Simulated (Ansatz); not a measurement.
`[CH3][Zr]([NH2])([F])[F]` + NH₃ → `[NH2][Zr]([NH2])([F])[F]` + CH₄ at 400 K and 1 bar (ligand exchange at a Zr–C bond).

Calculated with Ansatz (gas phase, PBE0-D4/def2-TZVP geometries, no zero-point term in ΔE). CBS: MP2 limit from def2 TZ/QZ plus the TZ coupled-cluster correction, frozen cores. This one scheme is used for every species. def2 core potentials past Kr. For Zr outer-core shells are correlated without core-valence functions, which leaves a few kJ/mol of doubt a bond. One conformer a species, not always the lowest.

```
                   species  CCSD(T)/CBS energy (Eh)  H − E (kJ/mol)  S (J/(mol·K))
`[CH3][Zr]([NH2])([F])[F]`               -342.54494           204.5          425.1
                       NH₃                -56.50880           104.2          203.1
`[NH2][Zr]([NH2])([F])[F]`               -358.63201           177.6          414.9
                       CH₄                -40.46206           131.3          197.2
```

H − E and S are ideal-gas, rigid-rotor, harmonic terms from PBE0-D4/def2-TZVP, for one conformer and one mirror image of each species. 1 Eh = 2625.50 kJ/mol, R = 8.31446 J/(mol·K).

Problem. By hand: ΔE, ΔH, ΔS and ΔG.

Solution. ΔE = (-358.63201) + (-40.46206) − (-342.54494) − (-56.50880) = -0.04033 Eh = -105.9 kJ/mol. Δ(H − E) = 177.6 + 131.3 − 204.5 − 104.2 = 0.2, so ΔH = -105.7 kJ/mol. ΔS = 414.9 + 197.2 − 425.1 − 203.1 = -16.1 J/(mol·K). ΔG = -105.7 − 400 × (-16.1)/1000 = -99.3 kJ/mol.

Problem. By hand: the equilibrium constant, and the temperature at which ΔG would vanish if ΔH and ΔS stayed fixed.

Solution. log₁₀ K = −ΔG/(RT ln 10) = 13.0. ΔG = 0 at ΔH/ΔS = 6565 K, far beyond where these terms or the molecules hold.

ΔH outweighs TΔS. A doubt of 5 kJ/mol in ΔE shifts log₁₀ K by 0.7 here. Other conformers and mirror images would add mixing entropy, several J/(mol·K) or more a flexible species. These are equilibria of isolated gas molecules and say nothing of rates. Largest T1 diagnostic: 0.017 (customary marks: 0.02 for closed shells, 0.045 for open ones).
